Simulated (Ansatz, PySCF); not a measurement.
Reaction (SMILES): NB(N)Br -> N[B]Br + [NH2] (NH2) (the B-N bond at the site shown breaks; other sites are not compared here)
Each molecule is optimised on its own at B3LYP-D3(BJ)/def2-TZVP (Ansatz, a program for electronic structure), one conformer each, not searched for the lowest. Frequencies are from Ansatz or PySCF.
Geometry of the first species:
```
B
N 1 1.4034
H 2 1.0035 1 122.24
H 2 1.0056 3 114.36 1 180.00
N 1 1.4034 2 125.10 3 -180.00
H 5 1.0035 1 122.24 2 180.00
H 5 1.0056 6 114.36 1 180.00
Br 1 1.9699 2 117.45 3 0.00
```
Charge 0, spin multiplicity 1.

Wanted: bond dissociation energy (enthalpy at 298 K, with B3LYP-D3(BJ) rigid-rotor harmonic-oscillator terms), in eV. Correlated levels leave the core frozen unless marked. Open shells are spin-unrestricted. No spin-orbit coupling. Frozen are the shells of the preceding noble gas and the d and f shells that filled before the atom's block. No relativistic terms. CBS(X,Y): correlation extrapolated as X^-3; Hartree-Fock from the larger set.

```csv
level,program,bond dissociation energy (eV)
B3LYP-D3(BJ)/def2-TZVPD,Ansatz + dftd3,5.37
PBE0/6-31G*,Ansatz,5.42
PBE0-D3(BJ)/def2-TZVP,Ansatz + dftd3,5.44
PBE0-D4/def2-TZVP,Ansatz + dftd4,5.45
PBE0/def2-TZVP,Ansatz,5.40
BHLYP-D3(BJ)/def2-TZVPD,Ansatz + dftd3,___
HSE06-D4/def2-TZVPD,Ansatz + dftd4,5.43
HSE06/def2-TZVPD,Ansatz,5.38
LC-wPBE/def2-TZVPD,Ansatz,5.45
wB97M-V/def2-TZVPD,Ansatz,5.66
B2GP-PLYP/def2-TZVPD,Ansatz,5.47
B2PLYP-D3(BJ)/def2-TZVPD,Ansatz + dftd3,5.46
RPA@PBE/cc-pVQZ,Ansatz,___
SCS-MP2/cc-pVTZ,Ansatz,5.60
"CCSD(T)/CBS(cc-pVTZ,cc-pVQZ)",Ansatz,5.57
```

Question: Fill in the missing entries.

Answer: 
- BHLYP-D3(BJ)/def2-TZVPD, bond dissociation energy (eV): 5.33
- RPA@PBE/cc-pVQZ, bond dissociation energy (eV): 5.25
